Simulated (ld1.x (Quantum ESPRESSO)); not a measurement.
**Ranking TM semilocal potentials for indium**

All share these settings but for the change named:

| Item | Value |
| --- | --- |
| Element | indium |
| Generator | ld1.x (Quantum ESPRESSO) 7.5 |
| Type | norm-conserving Troullier–Martins (semilocal form) |
| Functional | PBE |
| Relativity | scalar-relativistic |
| Frozen core | [Kr] |
| Valence charge | 13 |
| Reference configuration | 4d10 5s2 5p1 |
| Partial waves | 5s (bound): rc 2.25 bohr; 4d (bound): rc 1.80 bohr; 5p (bound): rc 3.10 bohr |
| Local potential | the p channel |
| Core correction | a·sin(br)/r model core, default radius (core density twice the valence density) |

Test errors are all-electron minus pseudo excitation energies from the reference, over 4d10 5s2 5p0; 4d10 5s1 5p0; 4d10 5s0 5p0; 4d10 5s1 5p1; 4d10 5s2 5p1.3; 4d10 5s0 5p3; 4d10 5s2 5p0.5. None of these files shows a bound ghost.

The base gives 71.3 meV.

Of 10 variants that were run, those that failed, showed a ghost or another fault, or gave nearly equal values are left out.

A variant can come out equal or close to the base, since the largest error may sit in a test that the change hardly touches while other tests move.

Task: Rank these variants by their largest absolute test error, smallest first.
A. all radii but the core radius scaled by about 1.09 (s 2.44, p 3.36, d 1.96 bohr)
B. all radii but the core radius scaled by about 1.40 (s 3.14, p 4.34, d 2.52 bohr)
C. all radii but the core radius scaled by about 1.33 (s 3.00, p 4.12, d 2.40 bohr)
D. all radii but the core radius scaled by about 1.25 (s 2.82, p 3.88, d 2.26 bohr)
E. all radii but the core radius scaled by about 0.96 (s 2.16, p 2.98, d 1.72 bohr)

Result: E (67.0 meV), A (87.3 meV), D (180.6 meV), C (276.6 meV), B (340.4 meV).
